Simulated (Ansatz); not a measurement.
`COBC=O` + HCl → `O=CBCl` + CH₃OH at 298.15 K and 1 bar (ligand exchange at a B–O bond).

Computed with Ansatz on PBE0-D4/def2-TZVP structures; ΔE is electronic, products minus reactants. CCSD(T)/CBS is the MP2 limit (def2-TZVPP, def2-QZVPP) plus CCSD(T) − MP2 in def2-TZVPP, frozen cores. This one scheme is used for every species. One conformer a species, not always the lowest.

```csv
species,CCSD(T)/CBS energy (Eh),H − E (kJ/mol),S (J/(mol·K))
`COBC=O`,-254.25700,213.8,327.9
HCl,-460.38127,26.6,186.8
`O=CBCl`,-598.99716,98.4,303.7
CH₃OH,-115.61712,146.3,238.2
```

H − E and S are ideal-gas, rigid-rotor, harmonic terms from PBE0-D4/def2-TZVP, for one conformer and one mirror image of each species. 1 Eh = 2625.50 kJ/mol, R = 8.31446 J/(mol·K).

Question: By hand: ΔE, ΔH, ΔS and ΔG.

Answer: ΔE = (-598.99716) + (-115.61712) − (-254.25700) − (-460.38127) = 0.02399 Eh = 63.0 kJ/mol. Δ(H − E) = 98.4 + 146.3 − 213.8 − 26.6 = 4.3, so ΔH = 67.3 kJ/mol. ΔS = 303.7 + 238.2 − 327.9 − 186.8 = 27.2 J/(mol·K). ΔG = 67.3 − 298.15 × (27.2)/1000 = 59.2 kJ/mol.

Question: By hand: the equilibrium constant, and the temperature at which ΔG would vanish if ΔH and ΔS stayed fixed.

Answer: log₁₀ K = −ΔG/(RT ln 10) = -10.4. ΔG = 0 at ΔH/ΔS = 2474 K.

ΔH outweighs TΔS. A doubt of 5 kJ/mol in ΔE shifts log₁₀ K by 0.9 here. Other conformers and mirror images would add mixing entropy, several J/(mol·K) or more a flexible species. Modes under 60 cm⁻¹, often nearly free rotors, make the harmonic entropy too high. These are equilibria of isolated gas molecules and say nothing of rates. Largest T1 diagnostic: 0.016 (customary marks: 0.02 for closed shells, 0.045 for open ones).
